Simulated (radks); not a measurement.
Problem. Ionisation of the beryllium ion Be2+, [He], to 1s1 as the strength of local exchange is varied. Calculated with a radial shooting solver on a logarithmic mesh with Libxc functionals: scalar-relativistic Kohn-Sham, Slater X-alpha exchange (alpha = 2/3 is LDA exchange), no correlation, spin-polarised, spherical densities, finite nucleus; Fermi nuclear charge, rms radius 2.519 fm.

alpha  E(Be2+) (hartree)  exchange (hartree)  IE (eV)  -e of the level emptied (eV)  <r> of it (bohr)
0.553          -12.97060            -1.57644   144.89                   123.51 (1s)            0.4283
0.667          -13.29790            -1.92861   148.90                   128.68 (1s)            0.4218
0.767          -13.58884            -2.24518   152.48                   133.30 (1s)            0.4162
0.78           -13.62693            -2.28686   152.94                   133.91 (1s)            0.4154
0.8            -13.68564            -2.35121   153.67                   134.85 (1s)            0.4144
0.945          -14.11555            -2.82635   158.96                   141.73 (1s)            0.4066
0.949          -14.12752            -2.83967   159.11                   141.93 (1s)            0.4064
x              -13.53621            -2.18767   151.83                   132.47 (1s)            0.4172

Which alpha was used in the last row?

Solution. alpha = 0.749. NIST Atomic Spectra Database: 153.90 eV (theoretical). The Delta-SCF value meets it near alpha = 0.81.
